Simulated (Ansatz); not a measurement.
Reaction (formal exchange of groups at a B–N bond): `CNB[SiH3]` + `F[SiH3]` → `F[SiH2]B[SiH3]` + CH₃NH₂

Calculated with Ansatz (gas phase, PBE0-D4/def2-TZVP geometries, no zero-point term in ΔE). CBS: MP2 limit from def2 TZ/QZ plus the TZ coupled-cluster correction, frozen cores. This one scheme is used for every species. Functionals use def2-TZVPP. HSE06 is defined as in plane-wave codes. Each species was taken in one conformer, which may not be the lowest.

`CNB[SiH3]`:

Cartesian coordinates in Å:
```
C 1.795 -0.224 -1.131
N 0.599 -0.395 -0.335
B -0.265 0.598 0.092
Si -1.883 0.135 1.199
H 2.682 -0.579 -0.597
H 1.925 0.834 -1.352
H 1.725 -0.771 -2.076
H 0.414 -1.355 -0.087
H -0.009 1.728 -0.224
H -1.858 0.818 2.526
H -3.149 0.546 0.525
H -1.976 -1.335 1.459
```

`F[SiH3]`:

Cartesian coordinates in Å:
```
F 1.220 -0.781 -0.578
Si -0.032 0.020 0.015
H 0.335 1.453 0.110
H -0.343 -0.528 1.356
H -1.180 -0.164 -0.903
```

`F[SiH2]B[SiH3]`:

```xyz
10

F    -0.441   -2.350    0.194
Si   -0.119   -1.213    1.284
B     0.208    0.580    0.470
Si    0.103    0.996   -1.487
H    -1.278   -1.162    2.218
H     1.090   -1.651    2.036
H     0.420    1.468    1.247
H    -1.349    1.279   -1.710
H     0.487   -0.147   -2.356
H     0.877    2.199   -1.896
```

CH₃NH₂:

```xyz
7

C     0.422   -0.191   -0.329
N    -0.833    0.270    0.240
H     1.272   -0.222    0.368
H     0.700    0.456   -1.164
H     0.288   -1.196   -0.736
H    -0.733    1.205    0.613
H    -1.115   -0.323    1.010
```

| level | ΔE (eV) |
| --- | --- |
| revPBE-D4 | 1.76 |
| r2SCANh-D4 | 1.82 |
| ωB97M-V | 1.87 |
| HSE06 | 1.79 |
| BHLYP | 1.86 |
| MP2/def2-TZVPP | 1.96 |
| SCS-MP2/def2-TZVPP | 1.93 |
| MP2/CBS(def2) | 1.93 |

Q: What does CCSD(T)/CBS give? (Best estimate.)

A: The calculation gave: +1.84 eV. The listed levels differ from it by -0.08, -0.02, 0.03, -0.05, 0.02, 0.12, 0.09, 0.09 eV.

Largest T1 diagnostic among the species: 0.014.

At CCSD(T), def2-SVP lies +0.21 eV from the extrapolated value and def2-TZVPP +0.03 eV. In def2-TZVPP, CCSD(T) changes the Hartree–Fock value by +0.08 eV (the triples alone add +0.03 eV) and MP2 by +0.17 eV. Leaving LDA and LC-ωPBE aside and taking each functional with its dispersion term where it has one, the values, not all of them listed here, spread over 0.16 eV, from B97M-V to CAM-B3LYP-D4. LDA lies +0.15 eV from PBE without D4.
